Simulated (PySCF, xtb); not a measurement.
B(F)(OH)(SeH) (BFH2OSe), SMILES OB(F)[SeH].

GFN2-xTB in xtb 6.7.1 at its own geometry gives an orbital gap of 5.04 eV and a dipole moment of 3.78 D.

Geometry: r2SCAN-D4/def2-SVP. Other conformers were not sampled.

### Question
What does B3LYP/def2-TZVPD in PySCF give? (Estimate from the structure and the level; the computed values follow.)

### Answer
gap 6.50 eV (levels -7.16 and -0.66 eV), dipole 1.48 D.
